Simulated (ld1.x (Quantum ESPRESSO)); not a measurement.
Cs (Z = 55): variants of one PAW potential

Base potential:

Cs, PAW, made with ld1.x (Quantum ESPRESSO) 7.5 (PBE, fully relativistic). Core [Kr] 4d10, reference 5s2 5p6 5d0 6s1 6p0. Waves: 5s (bound): rcut 2.60, rcutus 3.20 bohr; 6s (bound): rcut 2.60, rcutus 3.20 bohr; 5p (bound): rcut 2.75, rcutus 3.50 bohr; 6p (bound, empty): rcut 2.75, rcutus 3.50 bohr; 5d (bound, empty): rcut 4.10, rcutus 4.35 bohr; 5d channel at 5.25 Ry: rcut 4.10, rcutus 4.35 bohr. Local part: all-electron potential smoothed inside 2.45 bohr (lloc = -1). Core correction: Bessel-smoothed model core inside 1.55 bohr. Augmentation charge: BESSEL, radius 2.20 bohr.

Open shells are filled in proportion to 2j + 1 (rel_dist='average').

Cutoffs, loose and tight: the cutoffs (Ry, on a coarse ladder) from which the occupation-weighted sum of valence levels, in a spherical-Bessel basis at the reference potential, stays within 10 and 1 mRy of its value at 400 Ry. They do not see the model core or the augmentation charge, which bear on the density cutoff. Test errors are all-electron minus pseudo excitation energies from the reference, over the configurations 5s2 5p6 5d0 6s0 6p0; 5s2 5p6 5d0 6s0.5 6p0; 5s2 5p6 5d0 6s0 6p1; 5s1 5p6 5d0 6s1 6p0; 5s2 5p6 5d0.5 6s0.5 6p0; 5s2 5p5 5d0 6s1 6p0; 5s2 5p6 5d1 6s0 6p0. A dash means not determined; rows that change the core or the reference have their own tests. The largest error is taken over the tests solved by every variant that gives reliable tests at all: 5s2 5p6 5d0 6s0 6p0; 5s2 5p6 5d0 6s0 6p1; 5s2 5p6 5d0 6s0.5 6p0.

A true bound ghost makes a file unfit for plane-wave use even where its test errors are small: the radial tests pick states by their node count and pass the ghost by.

Cutoffs are not given where the Bessel-basis levels miss the radial ones by over 6 mRy, ghosts where they miss by over 20 mRy; a channel whose overlap is not positive is not tested.

```csv
change,outcome,bound ghosts,largest test error (meV)
base,generated,not determined,+0.7
"all radii but the core radius scaled by about 1.05 (s 3.36, p 3.68, d 4.58 bohr, rcut 2.74/2.88/4.30); local potential all-electron potential smoothed inside 2.58 bohr (lloc = -1); augmentation BESSEL, radius 2.32 bohr",generated,not determined,+1.4
"augmentation BESSEL, radius 2.40 bohr",generated,not determined,+0.9
core correction Bessel-smoothed model core inside 1.46 bohr,generated,not determined,+0.7
"waves 5s (bound): rcut 2.22, rcutus 2.36 bohr; 6s (bound): rcut 2.22, rcutus 2.36 bohr",generated,not determined,+0.6
"waves 5p (bound): rcut 2.75, rcutus 3.10 bohr; 6p (bound): rcut 2.75, rcutus 3.10 bohr",generated,not determined,+0.4
local potential all-electron potential smoothed inside 3.95 bohr (lloc = -2),generated,not determined,+1.3
```

Problem. What comes out with this change to the base: scalar-relativistic?

Solution. outcome: generated, overlap not positive; bound ghosts: d (p not tested, overlap not positive); largest test error (meV): +0.7. A file whose overlap is not positive is unfit for use, and its test errors describe a broken file.

Problem. What comes out with this change to the base: local potential all-electron potential smoothed inside 3.58 bohr (lloc = -1)?

Solution. outcome: generated; bound ghosts: not determined; largest test error (meV): +24.
